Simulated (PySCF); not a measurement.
Compound: WO2(NMe2)2, C4H12N2O2W (singlet state).
Geometry (PBE0-D3(BJ)/def2-SVP, Å), atoms numbered from 1 in this order:
```
atom  x, y, z in Å
W1     1.0090   -0.0183    0.8057
O2     0.8433   -0.1097    2.5149
O3     2.6253    0.0454    0.2232
N4     0.0990    1.5956    0.1998
C5     0.4501    2.2798   -1.0259
C6    -1.0148    2.1913    0.9050
H7    -0.3714    2.2323   -1.7652
H8     1.3474    1.8346   -1.4787
H9     0.6654    3.3465   -0.8295
H10   -1.1895    1.6793    1.8616
H11   -0.8130    3.2563    1.1235
H12   -1.9450    2.1400    0.3084
N13    0.1678   -1.5989    0.0354
C14    0.5592   -2.1579   -1.2406
C15   -0.9321   -2.2932    0.6681
H16    0.8108   -3.2296   -1.1362
H17    1.4450   -1.6422   -1.6374
H18   -0.2545   -2.0735   -1.9852
H19   -1.1431   -1.8691    1.6599
H20   -1.8539   -2.2286    0.0600
H21   -0.6917   -3.3641    0.8037
```

Level of theory: TDDFT CAM-B3LYP/def2-SVPD, vertical, gas phase, core orbitals frozen in the response, def2 core potentials past Kr (PySCF). Spin–orbit coupling is left out.

Transition dipole moments from the ground state, in atomic units and in the frame of the coordinates above (overall signs are arbitrary), for the states with f of 0.002 or more among the lowest 9:

```json
{"state": "S1", "E (hartree)": "0.1631", "μx": "-0.118", "μy": "-0.026", "μz": "0.137"}
{"state": "S2", "E (hartree)": "0.1901", "μx": "-0.027", "μy": "0.997", "μz": "0.053"}
{"state": "S3", "E (hartree)": "0.1905", "μx": "0.011", "μy": "-0.539", "μz": "-0.032"}
{"state": "S4", "E (hartree)": "0.1945", "μx": "-0.017", "μy": "0.799", "μz": "0.040"}
{"state": "S6", "E (hartree)": "0.2152", "μx": "-0.188", "μy": "0.010", "μz": "-0.143"}
{"state": "S7", "E (hartree)": "0.2193", "μx": "-0.006", "μy": "0.561", "μz": "0.031"}
{"state": "S9", "E (hartree)": "0.2250", "μx": "-0.530", "μy": "0.013", "μz": "-0.412"}
```

**Question.** What oscillator strength does each state have?

**Answer.** f = (2/3) ΔE |μ|² with ΔE in hartree (27.2114 eV).

```csv
state,|μ|² (au),|μ| (D),f
S1,0.034,0.47,0.004
S2,0.998,2.54,0.127
S3,0.292,1.37,0.037
S4,0.640,2.03,0.083
S6,0.056,0.60,0.008
S7,0.316,1.43,0.046
S9,0.451,1.71,0.068
```

**Question.** Which bond between heavy atoms lies closest to the direction of the S2 transition dipole?

**Answer.** W1–N4 and W1–N13, at 35° from it; next N4–C6 at 63°.

**Question.** What angle do the transition dipoles of S3 and S7 make?

**Answer.** |cos θ| = |μa·μb| / (|μa| |μb|) = 1.00, so θ ≈ 1° (taken between 0 and 90°, since the signs are arbitrary).

**Question.** What peak molar absorption coefficient would the strongest computed level give as a lone Gaussian band 0.5 eV wide at half height?

**Answer.** ε(max) = 2.175×10⁸ f / FWHM, with the width in cm⁻¹. S2: 2.175×10⁸ × 0.1265 / 4033 ≈ 6800 L mol⁻¹ cm⁻¹.

The run took 2.9 min wall (grids of density and orbitals included) on one thread, Arm Neoverse V1 (aarch64), no GPU, on a shared host, and the process peaked at 1.8 GiB of memory.
